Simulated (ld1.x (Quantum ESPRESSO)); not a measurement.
**What the settings do to the TM potential of Nd**

Base potential:

neodymium (Nd), norm-conserving Troullier–Martins (Kleinman–Bylander form), made with ld1.x (Quantum ESPRESSO) 7.5 (LDA (PZ), scalar-relativistic). Core [Kr] 4d10 5s2, reference 4f4 5p6 5d0 6s1 6p1. Waves: 6s (bound): rc 3.65 bohr; 5p (bound): rc 1.55 bohr; 5d (bound, empty): rc 4.05 bohr; 4f (bound): rc 1.55 bohr. Local part: all-electron potential smoothed inside 2.10 bohr (lloc = -1). Core correction: none.

Occupied shells without a wave of their own: 6p. They enter only through the test configuration that unscreens the potential.

All-electron outer shells of the reference configuration (LDA (PZ), scalar-relativistic, ld1.x):

```tsv
shell	level (eV)	outermost node (bohr)	outermost maximum (bohr)
4d	-117.76	0.29	0.62
5s	-41.81	0.72	1.32
5p	-23.39	0.77	1.50
6s	-4.34	1.77	3.64
4f	-3.14	–	0.67
5d	-3.00	0.88	2.21
6p	-1.84	2.12	4.92
```

Cutoffs, loose and tight: the cutoffs (Ry, on a coarse ladder) from which the occupation-weighted sum of valence levels, in a spherical-Bessel basis at the reference potential, stays within 10 and 1 mRy of its value at 400 Ry. They do not see the model core or the augmentation charge, which bear on the density cutoff. Test errors are all-electron minus pseudo excitation energies from the reference, over the configurations 4f4 5p6 5d0 6s2 6p0; 4f4 5p6 5d0 6s1 6p0; 4f4 5p6 5d0 6s0 6p0; 4f4 5p6 5d1 6s0 6p0; 4f4 5p6 5d0 6s0 6p2; 4f4 5p6 5d0 6s1.5 6p0; 4f4 5p5 5d0 6s2 6p0 (two spin-polarised tests are not counted in the largest error). A dash means not determined; rows that change the core or the reference have their own tests. The largest error is taken over the tests solved by every variant that gives reliable tests at all: 4f4 5p6 5d0 6s0 6p0; 4f4 5p6 5d0 6s0 6p2; 4f4 5p6 5d0 6s1 6p0; 4f4 5p6 5d0 6s1.5 6p0; 4f4 5p6 5d0 6s2 6p0; 4f4 5p6 5d1 6s0 6p0.

A true bound ghost makes a file unfit for plane-wave use even where its test errors are small: the radial tests pick states by their node count and pass the ghost by. Where a test does run into it, the solver fails or the error is huge.

```csv
change,outcome,"cutoff, loose","cutoff, tight",bound ghosts,largest test error (meV)
base,generated,160 Ry,230 Ry,s,-7.9
"all radii scaled by about 0.78 (s 2.86, p 1.22, d 3.16, f 1.22 bohr); local potential all-electron potential smoothed inside 1.64 bohr (lloc = -1)",failed: run_pseudo: Errors in PS-KS equation,–,–,–,–
"all radii scaled by about 0.86 (s 3.14, p 1.34, d 3.50, f 1.34 bohr); local potential all-electron potential smoothed inside 1.82 bohr (lloc = -1)",failed: run_pseudo: Errors in PS-KS equation,–,–,–,–
```

Q: What comes out with this change to the base: all radii scaled by about 1.38 (s 5.04, p 2.14, d 5.58, f 2.14 bohr); local potential all-electron potential smoothed inside 2.90 bohr (lloc = -1)?

A: outcome: generated; cutoff, loose: 90 Ry; cutoff, tight: 140 Ry; bound ghosts: s; largest test error (meV): -68.

Q: What comes out with this change to the base: all radii scaled by about 1.13 (s 4.12, p 1.74, d 4.58, f 1.74 bohr); local potential all-electron potential smoothed inside 2.36 bohr (lloc = -1)?

A: outcome: generated; cutoff, loose: 140 Ry; cutoff, tight: 180 Ry; bound ghosts: s; largest test error (meV): +62.

Q: What comes out with this change to the base: all radii scaled by about 1.28 (s 4.66, p 1.98, d 5.18, f 1.98 bohr); local potential all-electron potential smoothed inside 2.68 bohr (lloc = -1)?

A: outcome: generated; cutoff, loose: 100 Ry; cutoff, tight: 160 Ry; bound ghosts: s; largest test error (meV): -178.

Reading the sweep of the scale of all radii (base = 1) (base included, trends over the rows without a ghost): Bound ghosts are found at 1, 1.13, 1.28, 1.38. Every judged row has one, so this setting neither creates nor removes them. The generation fails at 0.78, 0.86.
